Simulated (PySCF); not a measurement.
Isomers of C7H12OS, one GFN2-xTB conformer each. Single-point energies are computed at PBE0/pcSseg-1 (PySCF, gas phase, no added dispersion term), electronic only.

Problem. Rank them by PBE0/pcSseg-1 energy, lowest first (kcal/mol).
A. `[CH2:1]=[C:2]([CH3:3])[CH2:4][O:5][C@H:6]1[CH2:7][CH2:8][S:9]1` with C1–C2–C4–O5 127°, C2–C4–O5–C6 173°, C4–O5–C6–C7 -174°, O5–C6–C7–C8 129°, C6–C7–C8–S9 -10°, C7–C8–S9–C6 9°, O5–C6–S9–C8 -125°
B. `[CH2:1]=[CH:2][S@:3](=[O:4])[CH2:5][CH:6]1[CH2:7][CH2:8][CH2:9]1` with C1–C2–S3–O4 -2°, C2–S3–C5–C6 171°, S3–C5–C6–C7 173°, C5–C6–C7–C8 -129°, C6–C7–C8–C9 10°, C7–C8–C9–C6 -10°, C5–C6–C9–C8 130°

Solution. A (0.0), B (33.4).

As drawn, the higher has an S=O bond, which the lower lacks. GFN2-xTB itself gives, in the same order: 0.0, 17.5. Both levels put the same isomer lowest.

Problem. Which frontier levels, dipoles and rotational constants go with these structures?

Solution. 
```json
{"SMILES": "C=C(C)CO[C@H]1CCS1", "HOMO (eV, PBE0/pcSseg-1)": "-6.44", "LUMO (eV)": "0.04", "dipole (D)": "1.25", "A, B, C (MHz)": "3324, 654.9, 641.8"}
{"SMILES": "C=C[S@](=O)CC1CCC1", "HOMO (eV, PBE0/pcSseg-1)": "-6.67", "LUMO (eV)": "-0.38", "dipole (D)": "3.35", "A, B, C (MHz)": "3701, 684.7, 651.3"}
```
